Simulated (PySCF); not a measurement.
PySCF job for CHO₂, SMILES [O][C]O (connectivity only; charge and spin as stated), neutral, multiplicity 2, B3LYP-D3(BJ)/def2-TZVP. Coordinates come from a B3LYP-D3(BJ)/def2-TZVP optimisation. Other conformers were not sampled.

```python
import numpy as np
from pyscf import gto, scf, dft, df
from pyscf.hessian import thermo

mol = gto.M(
    atom='''
    C    -0.38711651    0.13278791    0.00000000
    O     0.13672103    1.18602246    0.00000000
    O     0.21201950   -1.06629010    0.00000000
    H    -0.46722524   -1.75458631    0.00000000
    ''',
    basis='def2-TZVP',
    charge=0,
    spin=1,
    max_memory=1600,
    verbose=3,
)
mf = dft.UKS(mol, xc='b3lyp').density_fit(auxbasis='def2-universal-jkfit')
mf.disp = 'd3bj'
mf.grids.level = 3
mf.conv_tol = 1e-11
mf.max_cycle = 100
mf.kernel()
fine, coarse = mf.grids, dft.Grids(mol).set(level=1).build(with_non0tab=True)
for _ in range(3):  # follow internal instabilities
    mf.grids = coarse
    mo, _, stable, _ = mf.stability(return_status=True, nroots=4)
    mf.grids = fine
    if stable:
        break
    mf.kernel(mf.make_rdm1(mo, mf.mo_occ))

# [left out here: the lines that compute and print the analytic Hessian (its translational invariance restored by hand, since the grid's response is missing), thermochemistry and intensities]
```

Output:

```

WARN: HOMO -0.198439316121181 >= LUMO -0.198439316121174

converged SCF energy = -189.185683158743  <S^2> = 0.75332958  2S+1 = 2.0033268
<class 'pyscf.df.df_jk.DFUKS'> wavefunction is stable in the internal stability analysis

WARN: DFTD3 does not support analytical Hessian, using finite difference


WARN: Mole.unit (angstrom) is changed to Bohr

Mode                                 0                   1                   2
Irrep
Freq [cm^-1]                      545.2952            621.9021           1083.6995
Reduced mass [au]                   1.2140              7.0844              5.9609
Force const [Dyne/A]                0.2127              1.6144              4.1246
Char temp [K]                     784.5584            894.7787           1559.2023
Normal mode                   x     y     z       x     y     z       x     y     z
       0   C                -0.00 -0.00 -0.09   -0.16 -0.00  0.00   -0.15  0.13 -0.00
       1   O                 0.00 -0.00  0.06    0.07 -0.12 -0.00    0.04  0.06  0.00
       2   O                -0.00  0.00 -0.04    0.03  0.13  0.00    0.06 -0.14 -0.00
       3   H                 0.00 -0.00  0.90    0.26 -0.09 -0.00    0.18 -0.26  0.00
Mode                                 3                   4                   5
Irrep
Freq [cm^-1]                     1237.1372           1901.5677           3774.1224
Reduced mass [au]                   1.3256             11.1270              1.0664
Force const [Dyne/A]                1.1953             23.7057              8.9500
Char temp [K]                    1779.9649           2735.9326           5430.1219
Normal mode                   x     y     z       x     y     z       x     y     z
       0   C                 0.07 -0.04  0.00   -0.10 -0.20 -0.00   -0.00 -0.00  0.00
       1   O                 0.00  0.05 -0.00    0.07  0.14  0.00    0.00  0.00 -0.00
       2   O                -0.09  0.02  0.00    0.01  0.01 -0.00   -0.04 -0.04  0.00
       3   H                 0.59 -0.62 -0.00   -0.09  0.09  0.00    0.67  0.70 -0.00
temperature 298.1500 [K]
pressure 101325.00 [Pa]
Rotational constants [GHz] 167.52772 11.49636 10.75810
Symmetry number 1
Zero-point energy (ZPE) 0.02088 [Eh]   54811.243 [J/mol]
                           tot       elec      trans        rot        vib
Entropy [J/mol/K]       251.317      5.763    156.226     84.844      4.484
Cv [J/mol/K]             35.943      0.000     12.472     12.472     11.000
Cp [J/mol/K]             44.258      0.000     20.786     12.472     11.000
Internal energy [J/mol]                      3718.434   3718.434  55816.577
Internal energy [Eh]   -189.16159  -189.18568
Enthalpy [J/mol]                             6197.391   3718.434  55816.577
Enthalpy [Eh]          -189.16065
Gibbs free energy [J/mol]                  -40381.405 -21577.847  54479.706
Gibbs free energy [Eh] -189.18919
mode   freq/cm-1   IR/(km/mol)
   1      545.30        92.279
   2      621.90         4.534
   3     1083.70        75.368
   4     1237.14       242.564
   5     1901.57       229.897
   6     3774.12       119.034
max |gradient| / (hartree/bohr): 5.249838188800371e-05
APT charges: [ 0.7406 -0.5117 -0.5563  0.3274]
```

Self-consistency was reached.

Cost: about 90 core-seconds (a rough figure).
